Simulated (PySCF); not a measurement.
A structure optimised at TPSSh-D3(BJ)/def2-SVP, used in a PySCF frequency run:

```xyz
10

B      0.0137     0.6086     0.0000
F     -1.3127     0.7028     0.0000
F      0.6761     1.7622     0.0000
C      0.7652    -0.7662     0.0000
C     -0.1242    -2.0139     0.0000
H      1.4469    -0.7665     0.8721
H      1.4469    -0.7665    -0.8721
H     -0.7773    -2.0386    -0.8864
H     -0.7773    -2.0386     0.8864
H      0.4755    -2.9373     0.0000
```

Question: Write its SMILES, formula and point group.

Answer: CCB(F)F, C2H5BF2, Cs

Question: What are its rotational constants (standard atomic weights)?

Answer: 8.8139, 3.4177, 2.5399 GHz
